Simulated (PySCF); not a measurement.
**Electron correlation in I⁴⁴⁺ (iodine, charge +44)**

[He] 2s2 2p5, 2P determinant. Computed with PySCF 2.14 in an even-tempered Gaussian basis (19 s from 20 bohr⁻², ratio 2.2; 12 p from 26 bohr⁻², ratio 2.2; 6 d from 110 bohr⁻², ratio 2.4; 5 f from 160 bohr⁻², ratio 2.4; 4 g from 240 bohr⁻², ratio 2.4), with scalar relativity by spin-free X2C-1e. Frozen: nothing; 9 electrons correlated; the 11 highest virtual orbitals of each spin left out.

MP2 pair energies summed by pair of shells (mhartree):

| pair | energy | share (%) |
| --- | --- | --- |
| 2p-2p | -156.63 | 43.5 |
| 2s-2p | -89.41 | 24.8 |
| 1s-1s | -46.82 | 13.0 |
| 1s-2p | -41.09 | 11.4 |
| 2s-2s | -13.51 | 3.8 |
| 1s-2s | -12.47 | 3.5 |

Total MP2 correlation energy: -359.93 mhartree.

At this charge the one-electron X2C treatment keeps the bare 1/r₁₂, with no two-electron picture change or Breit term. That inflates the 1s pair energies well beyond their four-component values; and a scalar Hamiltonian misses the large spin-orbit splitting of the p shells, which matters for ns² → np² pairs.
